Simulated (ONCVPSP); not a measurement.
rubidium: one change to an ONCV potential, before and after

* Element: rubidium (Rb)
* Generator: ONCVPSP 4.0.1
* Type: optimised norm-conserving Vanderbilt (ONCV)
* Functional: PBE
* Relativity: scalar-relativistic
* Frozen core: [Ar] 3d10
* Valence charge: 9
* Reference configuration: 4s2 4p6 5s1
* Partial waves: 4s+5s: rc 2.35 bohr, ncon 4, nbas 8, qcut 6.7 1/bohr, 2 projectors; 4p: rc 1.75 bohr, ncon 3, nbas 7, qcut 5.5 1/bohr, 2 projectors, debl 0.7 Ha; d scattering state at 0.02 Ha: rc 2.10 bohr, ncon 5, nbas 10, qcut 4.6 1/bohr, 2 projectors, debl 3.2 Ha
* Local potential: polynomial inside 1.40 bohr (lpopt 3, dvloc0 0 Ha)
* Core correction: Teter function, fcfact 3.75, rcfact 1.15

All-electron outer shells of the reference configuration (PBE, scalar-relativistic, ld1.x):

```json
{"shell": "3d", "level (eV)": "-103.96", "outermost node (bohr)": "–", "outermost maximum (bohr)": "0.39"}
{"shell": "4s", "level (eV)": "-31.89", "outermost node (bohr)": "0.62", "outermost maximum (bohr)": "1.25"}
{"shell": "4p", "level (eV)": "-15.96", "outermost node (bohr)": "0.64", "outermost maximum (bohr)": "1.42"}
{"shell": "5s", "level (eV)": "-2.23", "outermost node (bohr)": "1.79", "outermost maximum (bohr)": "4.38"}
```

Change: core correction Teter function, fcfact 3.75, rcfact 1.82.

Cutoffs: the cutoffs (Ha) at which the residual kinetic energy of the hardest occupied pseudo-wave falls to 1 and 0.1 mHa per electron; they do not see the model core or the augmentation charge, which bear on the density cutoff. Errors are all-electron minus pseudo energies relative to the spin-unpolarised reference configuration.

What does the change do?

The potential gets neither clearly harder nor softer (11 Ha and 15 Ha → 11 Ha and 15 Ha); of the 4 tests that both files solve, the error grows in 3 and shrinks in 0 by more than 15 % and 0.3 meV (median size 0.1 → 0.9 meV); neither file shows a bound ghost. A model core, the more so a compact one, raises the density cutoff, which this test does not measure.

```tsv
quantity	base	changed
cutoff, loose	11 Ha	11 Ha
cutoff, tight	15 Ha	15 Ha
bound ghosts	none	none
GHOST(+) flags under 300 eV	s at 159.5 eV	s at 159.5 eV
error for 4s2 4p6 5s0, meV [ΔE 4.15 eV]	-0.2	-1.1
error for 4s2 4p6 5s0.5, meV [ΔE 1.58 eV]	-0.1	-0.2
error for 4s2 4p6 5s0 5p1, meV [ΔE 1.52 eV]	-0.1	-0.7
error for 4s2 4p5 5s1, meV [ΔE 21.14 eV]	-6.0	-33
s: phases at 2.39 bohr within 0.05 rad from the reference energy up to (Ha; the scan ends near 5)	4.4	4.4
p: phases at 1.77 bohr within 0.05 rad from the reference energy up to (Ha; the scan ends near 5)	3.6	3.6
d: phases at 2.13 bohr within 0.05 rad from the reference energy up to (Ha; the scan ends near 5)	to the end of the scan	to the end of the scan
rms error of d²Exc/dni dnj with the model core, mHa	0.43	4.40
```
